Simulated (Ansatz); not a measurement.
Molecule: YOCl, charge 0, multiplicity 1. SMILES: [Cl][Y]=[O]
Geometry from a B3LYP-D3(BJ)/def2-TZVP (Ansatz, a first-principles code) optimisation:
```xyz
3

Y      0.4451     0.3154    -0.2408
O     -0.5412     1.5481    -1.1308
Cl    -0.7665    -1.4521     1.0847
```

Wanted: vertical triplet-singlet gap, E(triplet) - E(singlet), in eV. Set-up: spin-orbit terms left out; LANL2DZ with its own core potentials from Na on; dispersion terms only where a functional's name holds one; open shells spin-unrestricted; six Cartesian d functions in 6-31G* and its kin unless marked 5d; STO-3G and 3-21G all-electron and non-relativistic; def2 sets with scalar-relativistic core potentials past Kr; frozen cores in correlated levels (noble-gas shells and the d and f shells of earlier blocks); each state is the SCF solution reached for its charge and spin. Ab initio and DFT rows: single points at B3LYP-D3(BJ) geometries (Ansatz). Levels can end on unlike triplets.

```json
[
 {"level": "HF/6-31G* with LANL2DZ past Ar", "program": "Ansatz", "vertical triplet-singlet gap, E(triplet) - E(singlet) (eV)": "1.29"},
 {"level": "PBE/6-31G* with LANL2DZ past Ar", "program": "Ansatz", "vertical triplet-singlet gap, E(triplet) - E(singlet) (eV)": "2.96"},
 {"level": "B3LYP/STO-3G", "program": "Ansatz", "vertical triplet-singlet gap, E(triplet) - E(singlet) (eV)": "1.12"},
 {"level": "B3LYP/3-21G", "program": "Ansatz", "vertical triplet-singlet gap, E(triplet) - E(singlet) (eV)": "2.82"},
 {"level": "B3LYP/6-31G* with LANL2DZ past Ar", "program": "Ansatz", "vertical triplet-singlet gap, E(triplet) - E(singlet) (eV)": "2.88"},
 {"level": "MP2/6-31G* with LANL2DZ past Ar", "program": "Ansatz", "vertical triplet-singlet gap, E(triplet) - E(singlet) (eV)": "3.75"},
 {"level": "PBE0/def2-TZVPD", "program": "Ansatz", "vertical triplet-singlet gap, E(triplet) - E(singlet) (eV)": "2.79"}
]
```

No value to compare with is used here. The 6 habitual levels span 1.12 (B3LYP/STO-3G) to 3.75 eV (MP2/6-31G* with LANL2DZ past Ar); PBE0/def2-TZVPD gives 2.79.

The levels are drawn from those run, B3LYP/6-31G* more often than the rest, none by its result; left out are runs that failed, that the program found above a lower state of the same kind, or whose <S^2> lies over 0.5 above the pure value.
